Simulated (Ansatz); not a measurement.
CH7GaOSi, SMILES `[OH][GaH][CH2][SiH3]` at its PBE0-D4/def2-TZVP geometry, where that method's forces vanish. Charge 0, multiplicity 1.

| atom | x (Å) | y (Å) | z (Å) |
| --- | --- | --- | --- |
| O1 | 1.9896 | 1.5430 | -0.3194 |
| Ga2 | 0.9390 | 0.4707 | -1.2966 |
| C3 | -0.0853 | -0.9084 | -0.3383 |
| Si4 | -1.1993 | -0.2081 | 0.9839 |
| H5 | 1.9461 | 1.3826 | 0.6257 |
| H6 | 0.9682 | 0.7788 | -2.8226 |
| H7 | -0.6668 | -1.4953 | -1.0542 |
| H8 | 0.6335 | -1.5840 | 0.1391 |
| H9 | -0.3835 | 0.5196 | 1.9963 |
| H10 | -2.1634 | 0.7627 | 0.3956 |
| H11 | -1.9780 | -1.2616 | 1.6906 |

Q: For each bond, give half the difference of the two atoms' forces along it (eV/Å; positive pushes the atoms apart) under PBE-D4, r2SCAN-D4, B3LYP-D4, ωB97M-V in def2-TZVPP. (Estimate.)

A: Ansatz gave: 
```
   bond  length (Å)  PBE-D4  r2SCAN-D4  B3LYP-D4  ωB97M-V
 O1–Ga2       1.791    0.31       0.04      0.22     0.11
  O1–H5       0.960    0.41       0.06     -0.03    -0.07
 Ga2–C3       1.967   -0.05       0.00      0.12     0.02
 Ga2–H6       1.557   -0.05      -0.11     -0.15    -0.15
 C3–Si4       1.865    0.01       0.02      0.11     0.09
  C3–H7       1.093    0.10       0.00     -0.09    -0.05
  C3–H8       1.096    0.10       0.00     -0.08    -0.05
 Si4–H9       1.490    0.07      -0.03     -0.08    -0.10
Si4–H10       1.489    0.06      -0.02     -0.08    -0.10
Si4–H11       1.489    0.08      -0.01     -0.09    -0.13
```

B3LYP here is the variant with VWN-RPA as its local correlation; programs differ in this.
